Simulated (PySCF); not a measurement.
Computed shifts of a molecule C₄H₁₀Si₂, B3LYP/pcSseg-1 in PySCF, GIAO, gas phase, atoms alike by connectivity averaged where their shifts nearly agree, in ppm (number of nuclei): ¹³C: 87.8 (1), 77.3 (1), 24.5 (1), 4.8 (1). ²⁹Si: -59.1 (1), -63.5 (1). ¹H: 4.12 (3), 4.02 (3), 2.85 (1), 2.38 (1), 2.25 (1), 0.66 (1). References: ¹³C against TMS (σ = 181.3 ppm); ²⁹Si against TMS (σ = 338.7 ppm); ¹H against TMS (σ = 31.68 ppm), references at their B3LYP-D3(BJ)/def2-TZVP geometries, non-relativistic. Coordinates come from a TPSSh-D3(BJ)/def2-SVP optimisation. Other conformers were not sampled.

Pick the molecule that these values belong to.
A. [SiH3]C=C1C[SiH2]C1
B. C#CCC([SiH3])[SiH3]
C. C=C=C[SiH2][SiH2]C
D. C=C=CC([SiH3])[SiH3]

B, C#CCC([SiH3])[SiH3]
